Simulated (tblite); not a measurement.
C2H6Be, charge -1, doublet, at a GFN2-xTB geometry (such geometries of metal compounds can be far from the true shape) (a state made from the parent by changing its charge; the spin is typed, not shown lowest); GFN1-xTB in tblite 0.6.0.

Here is a job for tblite.
```
$ tblite run mol.xyz --method gfn1 --charge -1 --spin 1 --json tblite.json --no-restart

# file mol.xyz
9

Be    -0.49330245     0.64118837    -0.51611087
C      1.24574494     0.06247317    -0.90022893
H      1.26363474    -1.03342580    -1.01743396
H      1.91122315     0.26905777    -0.04599114
H      1.79075906     0.44963440    -1.78247158
C     -1.12804535    -0.21545763     1.02337050
H     -1.11134760    -1.30872602     0.88284988
H     -2.13882794     0.00278119     1.41830932
H     -0.44842916    -0.02616823     1.87033152
```

Write the output that tblite gives for this input, abridged.


```
xTB calculator
 | screened Coulomb repulsion
 | Coulomb electrostatics
 |  * isotropic Klopman-Ohno-Mataga-Nishimoto electrostatics
 |  * onsite third-order electrostatics
 | DFT-D3(BJ) dispersion correction

halogen bonding energy    0.0000000000000E+00 Eh
repulsion energy          9.8476112738853E-02 Eh
dispersion energy        -1.8874048294206E-03 Eh
number of electrons       1.7000000000000E+01 e
integral cutoff           3.8372252746362E+01 bohr

------------------------------------------------------------
  cycle        total energy    energy error   density error
------------------------------------------------------------
      1     -8.328265314309  -8.4248540E+00   6.4391957E-01
      2     -8.332078417357  -3.8131030E-03   3.8085047E-01
      3     -8.332381720485  -3.0330313E-04   1.7734397E-02
      4     -8.332554056165  -1.7233568E-04   1.5426653E-03
      5     -8.332554462323  -4.0615842E-07   6.6372148E-04
      6     -8.332554547031  -8.4707677E-08   3.0360709E-05
      7     -8.332554547078  -4.6934900E-11   1.8557909E-05
------------------------------------------------------------

electronic energy        -8.4291432549874E+00 Eh
total energy             -8.3325545470780E+00 Eh

Post processing:
 | Mayer-Wiberg bond orders

[Info] JSON dump of results written to 'tblite.json'
```
